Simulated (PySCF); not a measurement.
# Which determinant of MgAs lies lowest?

Unrestricted PBE0; PySCF, scalar-relativistic core potentials, basis sets Mg cc-pVDZ, As cc-pVDZ-PP with ECP10. Outer shells of the fragments: Mg 3s2; As 3d10 4s2 4p3.

Followed along the bond (rough minima from three points):

```
2Ms+1   unpaired  ⟨S²⟩ at the start  R at minimum (Å)  Te (eV)
    4  σ ↑, π ↑↑               3.76              2.67     0.00
    2  σ ↓, π ↑↑               1.76              2.61     0.19
    2  σ ↑, π ↑↓               1.76              2.63     0.44
    2        π ↑               0.92              2.41     0.45
    2        σ ↑               0.75              2.61     1.45
```

Solutions found at the starting distance of 2.530 Å, counted from the lowest of them; the search is not exhaustive and high or unbound solutions are not listed, so other states can lie among these:

| 2Ms+1 | unpaired | term | E (eV) | ⟨S²⟩ | ⟨Lz²⟩ | μ (D) |
| --- | --- | --- | --- | --- | --- | --- |
| 4 | σ ↑, π ↑↑ | ⁴Σ⁻ | 0.00 | 3.76 | 0.00 | -1.25 |
| 2 | σ ↓, π ↑↑ | mixed | 0.17 | 1.76 | 0.00 | -1.54 |
| 2 | σ ↑, π ↑↓ | mixed | 0.43 | 1.76 | 2.01 | -1.39 |
| 2 | π ↑ | ²Π | 0.46 | 0.92 | 1.01 | -4.79 |
| 2 | σ ↑ | mixed | 1.44 | 0.75 | 2.00 | -1.24 |
| 4 | σ ↑↑, π ↑ | ⁴Π | 1.64 | 3.75 | 1.02 | -2.65 |

A term symbol is given only where ⟨S²⟩ and ⟨Lz²⟩ are close to those of a pure state; real π, δ and φ orbitals otherwise mix terms. A positive dipole means Mg(−)As(+).

Spin–orbit coupling is left out.
